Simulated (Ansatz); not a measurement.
Job for Ansatz (a first-principles code): R-wB97X-V/def2-TZVPPD on HCl (SMILES Cl) with ghost functions, monomers drawn apart or pushed together. Files ending in .json are basis or fitting sets from the Basis Set Exchange.

Ansatz 0.2 input:
```yaml
crystal:
  periodic: [false, false, false]
  atoms:
    - {symbol: Cl, position_ang: [-0.41272735, -0.34685482, -0.48214466]}
    - {symbol: H, position_ang: [-0.29103565, -0.24310584, 0.79109653]}
basis:
  gaussian:
    orbitals: def2-TZVPPD.json
    ghost_atoms:
      - {symbol: C, position_ang: [-0.00705057, 0.00311448, 3.66176344]}
      - {symbol: H, position_ang: [-0.93741021, 0.47885499, 3.35166686]}
      - {symbol: H, position_ang: [0.09409917, 0.09426420, 4.74204199]}
      - {symbol: H, position_ang: [-0.02249916, -1.05366452, 3.39524726]}
      - {symbol: H, position_ang: [0.83984222, 0.49508815, 3.18354501]}
hamiltonian:
  xc: {name: wB97X-V}
scf: {lower_state_search: off}
```

It printed:

```
WARN ansatz: RAYON_NUM_THREADS=2 ignored (pool sized by the plan → 2); use --threads N
Functional definition: wB97X-V
these checks for a lower state are left out or cut short: stability, starts, cluster_reference, orbital_swaps, neighbouring_geometries, increment
integrals: 0.08 GiB planned
750 factors; their error is unknown
integrals: 0.11 GiB planned
234 factors; integrals over basis functions are off by at most 5.2e-5 eV
mean field: 0.74 GiB planned
mean field evaluation 1: about -12537.3126 eV, gradient 1.0e1 eV
mean field evaluation 2: about -12537.5508 eV, gradient 6.7e0 eV
mean field evaluation 4: about -12537.6279 eV, gradient 1.7e-1 eV
mean field evaluation 8: about -12537.6506 eV, gradient 2.4e-2 eV
mean field -12537.65055391 eV, -460.7501595315 hartree, gradient 2.0e-6 eV, S^2 0.000000; 0 other end points of the search recorded, 0 dependent functions left out
reference -12537.65055164 eV, -460.7501594479 hartree; 9, 9 occupied and 164, 164 virtual orbitals, 750 factors
Total energy: -12537.65055164 eV, -460.7501594479 hartree
Checks for a lower state left out: stability, starts, cluster_reference, orbital_swaps, neighbouring_geometries, increment
```

The calculation finished and met its thresholds.

Cost: roughly 4 core-seconds.
